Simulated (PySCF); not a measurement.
# Core-level binding energies of (FAlAsH)3 ring

(FAlAsH)3 ring, Al3As3F3H3.
Z-matrix (Å and degrees, PBE0-D3(BJ)/def2-SVP geometry), rows numbered from 1:
```
Al
F   1  1.6688
As  1  2.4276  2  115.91
Al  3  2.4259  1   84.90  2    97.46
F   4  1.6689  3  116.16  1   -97.80
As  4  2.4123  3  124.84  1    76.06
Al  6  2.4193  4   81.42  3   -24.04
F   7  1.6766  6  113.81  4   103.36
As  1  2.4106  2  119.08  3   174.27
H   3  1.5378  1   88.39  2  -174.06
H   6  1.5327  4   84.76  3  -117.57
H   9  1.5332  1   84.53  2   -55.67
```

Level of theory: PySCF 2.14.0, delta-SCF UKS SCAN, pcX-2 on the ionised atom, pcseg-1 elsewhere, spin-free X2C. Binding energies are ΔSCF values: E(core-ionised, relaxed orbitals) − E(ground state) at a fixed geometry, referred to the vacuum level.

Task: List the computed XPS lines with their assignment.

Result: 
| atom(s) | bonded to | level | binding energy (eV) | count |
| --- | --- | --- | --- | --- |
| F2/F5/F8 | Al | F 1s | 691.47 | 3 |
| Al1/Al4 | F and 2 As | Al 1s | 1567.86 | 2 |

Task: Which effective nuclear charge Zeff reproduces each element's mean 1s value in the hydrogen-like formula E = 13.606 eV × Zeff²?

Result: F (Z = 9): mean 691.5 eV, Zeff = 7.13, Z − Zeff = 1.87; Al (Z = 13): mean 1567.9 eV, Zeff = 10.73, Z − Zeff = 2.27. Means run over the listed sites, weighted by atom count.

Task: Express the binding energy of F 1s of F2 (atom 2)/F5/F8 in atomic units and per mole.

Result: 691.47 eV = 25.4111 Eh = 66717 kJ/mol.

One atom of each set of topologically equivalent atoms was ionised and stands for the set; in this conformer not all members are related by symmetry, and their own values weren't computed. The list is incomplete; no value stands for Al 1s of Al7. No level of arsenic is listed. Isolated species at its PBE0-D3(BJ)/def2-SVP geometry (one conformer only).
